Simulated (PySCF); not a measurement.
C3H5NOSi, SMILES O[Si@@H]1C=CC=N1. Heavy atoms are numbered as in [OH:1][Si@@H:2]1[CH:3]=[CH:4][CH:5]=[N:6]1. Hydrogens are named by the atom that carries them.

Geometry: B3LYP-D3(BJ)/def2-SVP. The structure was generated by enumeration; whether it is a known compound was not checked. One conformer was computed; it need not be the lowest.

Method: PBE0/pcSseg-1 (PySCF).

GIAO shieldings, no solvent; atoms alike by connectivity are averaged. δ = σ(ref) − σ: ¹⁷O against H2O (σ = 334.2 ppm); ²⁹Si against TMS (σ = 352.7 ppm); ¹³C against TMS (σ = 186.3 ppm); ¹⁵N against NH3 (σ = 267.4 ppm); ¹H against TMS (σ = 31.56 ppm), references at their B3LYP-D3(BJ)/def2-TZVP geometries, non-relativistic.

| nucleus | atoms | count | δ (ppm) |
|---|---|---|---|
| ¹⁷O | O1 (OH) | 1 | 27.5 |
| ²⁹Si | Si2 (SiH) | 1 | 1.8 |
| ¹³C | C5 (CH) | 1 | 185.3 |
| ¹³C | C4 (CH) | 1 | 155.7 |
| ¹³C | C3 (CH) | 1 | 153.6 |
| ¹⁵N | N6 | 1 | 383.9 |
| ¹H | H on C5 | 1 | 8.95 |
| ¹H | H on C4 | 1 | 7.26 |
| ¹H | H on C3 | 1 | 7.13 |
| ¹H | H on Si2 | 1 | 5.36 |
| ¹H | H on O1 | 1 | 1.61 |
